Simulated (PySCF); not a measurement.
From one molecule to another.

First species: C7H3F5.
Numbering: `[CH:1]#[C:2][C:3]#[C:4][CH2:5][C:6]([F:7])([F:8])[C:9]([F:10])([F:11])[F:12]` (hydrogens: H13 on C1; H14, H15 on C5)

Structure used (GFN2-xTB), in Å, numbered top down from 1:
```
atom  x, y, z in Å
C1     4.163    0.099   -1.051
C2     3.015   -0.182   -0.824
C3     1.721   -0.510   -0.572
C4     0.575   -0.824   -0.367
C5    -0.797   -1.198   -0.104
C6    -1.545   -0.122    0.681
F7    -1.027    0.047    1.920
F8    -2.836   -0.498    0.865
C9    -1.562    1.262   -0.025
F10   -2.458    2.080    0.519
F11   -1.875    1.125   -1.318
F12   -0.376    1.863    0.038
H13    5.162    0.349   -1.246
H14   -0.828   -2.116    0.493
H15   -1.335   -1.367   -1.042
```

Second species: CH12OSi5.
Z-matrix (Å and degrees, GFN2-xTB geometry), rows numbered from 1:
```
Si
O   1  1.6122
Si  2  1.6399  1  154.02
Si  3  2.3254  2  109.68  1    49.17
C   4  1.9166  3  103.36  2  -135.22
Si  5  1.9177  4  115.79  3    39.02
Si  6  2.3320  5  104.16  4   -40.36
H   1  1.4585  2  104.59  3   166.85
H   1  1.4624  2  107.62  3   -72.87
H   1  1.4637  2  108.00  3    46.92
H   3  1.4720  2   99.42  1   172.03
H   4  1.4742  3  115.22  2   -18.25
H   4  1.4735  3  117.67  2   106.23
H   5  1.0886  4  109.76  3   164.21
H   5  1.0920  4  107.61  3   -81.51
H   6  1.4719  5  107.63  4    81.69
H   6  1.4711  5  107.84  4  -165.62
H   7  1.4737  3  113.62  2  -125.84
H   7  1.4724  3  116.51  2    -6.47
```

Levels: PBE0/pcSseg-1 for HOMO energy, LUMO energy and HOMO–LUMO gap. Geometries: GFN2-xTB. All species are isolated and taken at one optimised geometry, non-relativistic unless stated. Electronic properties by PySCF.

Dipoles, sizes and rotational constants follow the conformer. The torsions of the flexible species, by atom-mapped SMILES:
- `[CH:1]#[C:2][C:3]#[C:4][CH2:5][C:6]([F:7])([F:8])[C:9]([F:10])([F:11])[F:12]`: C4–C5–C6–F7 -65°, C5–C6–C9–F10 166°

The conformers of `[SiH3]O[Si@@H]1[SiH2]C[SiH2][SiH2]1` aren't listed.

```tsv
property	column X	column Y
HOMO energy	-7.37 eV	-7.71 eV
LUMO energy	-1.44 eV	-1.06 eV
HOMO–LUMO gap	5.93 eV	6.65 eV
```

**Question.** Which column belongs to which species?

**Answer.** Column X is the second species and column Y the first. The first has 15 atoms and 90 electrons, the second 19 and 96.

**Question.** How does each property change from the first species to the second?

**Answer.** HOMO energy +0.34 eV; LUMO energy -0.38 eV; HOMO–LUMO gap -0.72 eV.

